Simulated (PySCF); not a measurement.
**Does the structure fit the spectrum?**

A compound C4H11FOSi2 gives the data below (simulated from a calculation) and was assigned the structure `CCO/C([SiH3])=C/[SiH2]F`.

13C{1H} NMR (computed): δ 80.8 (CH), 59.9 (CH3), 45.8 (CH), 20.9 (CH3).

1H NMR (300 MHz, computed): δ 5.75 (m, 1H), 4.73 (m, 1H), 4.72 (m, 1H), 3.44 (s, 3H), 3.15 (m, 1H), 2.47 (m, 1H), 1.31 (d, 3H).

Calculated, not measured (PySCF): GFN2-xTB structure, shielding tensors at PBE0/pcSseg-1 (GIAO). No solvent model, single conformer, relativity neglected, rapidly exchanging positions averaged.

Chemical shifts δ = σref − σ; 1H (31.72 ppm) and 13C (186.93 ppm) vs TMS, all at this level.

(1) Compare with the shifts computed for the proposed structure, pairing carbons in order of shift.

(2) Which isomer fits?

## Answers

(1) Numbering as in the mapped SMILES `[CH3:1][CH2:2][O:3]/[C:4]([SiH3:5])=[CH:6]/[SiH2:7][F:8]`. Hydrogens are named by the atom that carries them.

| atom | computed for proposal | given list | difference |
| --- | --- | --- | --- |
| C4 | 177.3 | 80.8 | +96.5 |
| C6 | 104.5 | 59.9 | +44.6 |
| C2 | 64.8 | 45.8 | +19.0 |
| C1 | 17.0 | 20.9 | -3.9 |

The rms difference is 54.0 ppm and the largest +96.5 ppm at C4 (alkene carbon bearing oxygen). The carbon types in order of shift don't match either: C, CH, CH2, CH3 for the proposal against CH, CH3, CH, CH3 in the data. The proposal doesn't fit.

(2) SMILES [SiH2]1[C@@H](OC)[C@H](C)[Si@H]1F.

- Carbon types of the structure: 2 × CH, 2 × CH3, leaving 3 H on heteroatoms.
- δC 80.8: sp3 CH bonded to O and Si; the inductive effect lowers its shielding.
- δC 59.9: methyl carbon bonded to O; deshielded by the electronegative neighbour.
- δH 3.44: hydrogen on a methyl carbon bonded to O; its carbon carries O, hence the downfield position.
- δH 3.15: hydrogen on an sp3 CH bonded to O and Si; its carbon carries O, an electronegative neighbour.

The data come from this structure; uniqueness wasn't tested.

Splittings by 19F in the carbon and heteronuclear signals aren't shown, as no couplings were computed. Shifts are as computed. Against solution values, carbons near 30 ppm lie about +3 ppm off and those near 130 ppm about +5 ppm. Of 1211 compounds with measured shifts, 218 miss one by over three times the rms of a fit or turn the order of signals round; such compounds aren't used in these exercises. No couplings were computed; multiplicities are counted from neighbouring protons, with m where these are inequivalent, close in shift, in a saturated or five-membered ring or joined by F or P, and br s for small geminal =CH2 splittings.
